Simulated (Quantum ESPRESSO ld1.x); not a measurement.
Question: Radial electron density D(r) = 4 pi r^2 rho(r) of an atom or ion with 15 electrons. Method: Dirac Kohn-Sham, LDA (Slater exchange, Perdew-Zunger correlation), spin-unpolarised, spherical densities, point nucleus; computed with ld1.x of Quantum ESPRESSO 7.5.

| r (bohr) | D(r) (e/bohr) |
|---|---|
| 0.001528 | 3.548 |
| 0.001896 | 5.102 |
| 0.002354 | 7.270 |
| 0.002921 | 10.25 |
| 0.003654 | 14.41 |
| 0.004535 | 19.66 |
| 0.005629 | 26.27 |
| 0.006986 | 34.16 |
| 0.00874 | 43.34 |
| 0.01085 | 52.31 |
| 0.01346 | 60.14 |
| 0.01684 | 65.40 |
| 0.0209 | 66.43 |
| 0.02594 | 63.49 |
| 0.0322 | 58.65 |
| 0.04028 | 55.88 |
| 0.05 | 59.24 |
| 0.06205 | 68.38 |
| 0.07701 | 76.86 |
| 0.09634 | 74.88 |
| 0.1196 | 58.89 |
| 0.1484 | 37.68 |
| 0.1842 | 24.90 |
| 0.2304 | 23.51 |
| 0.286 | 22.70 |
| 0.3549 | 15.12 |
| 0.444 | 5.728 |
| 0.5511 | 1.197 |
| 0.684 | 0.1197 |
| 0.8489 | 0.004920 |

What is the nuclear charge?

Answer: Z = 51. The innermost maximum, from 1s, lies near gamma/Z bohr with gamma = sqrt(1 - (Z/c)^2) = 0.928, here 0.0182 bohr (found: 0.0198), and its height grows with Z. The density is that of the antimony ion Sb36+ in [Ne] 3s2 3p3; the configuration itself is not fixed sharply by these data, and Z only to a few units. D(r) has 3 maxima, at r = 0.0198, 0.0841, 0.252 bohr, and minima at 0.0403, 0.211 bohr, inside which lie 2.07, 10.63 electrons.
